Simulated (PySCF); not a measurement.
**Working out the excitation energy of Br²⁺**

Br²⁺ [Ar] 3d10 4s2 4p3 (4S) → Br²⁺ [Ar] 3d10 4s2 4p2 5s1 (4P). All numbers are calculated (PySCF 2.14, scalar relativity through the core potential, in aug-cc-pVDZ-PP with ECP10MDF). Frozen: 3s2 3p6 3d10. Energies in hartree (1 hartree = 27.21139 eV):

| part | Br²⁺ (lower) | Br²⁺ (upper) |
| --- | --- | --- |
| UHF | -414.339013 | -413.666799 |
| CCSD correlation | -0.072921 | -0.074689 |
| (T) | -0.000655 | -0.001141 |

Q: What does Hartree-Fock give?

A: (-413.666799) − (-414.339013) = 0.672214 hartree = 18.292 eV.

Q: What do CCSD and CCSD(T) give?

A: The CCSD correlation energies differ by -0.001768 hartree = -0.048 eV and the triples by -0.000486 hartree = -0.013 eV, so CCSD gives 18.244 eV and CCSD(T) 18.231 eV.

A double-zeta basis recovers only part of the correlation energy.

The coupled-cluster amplitudes are large, so a single reference is strained.
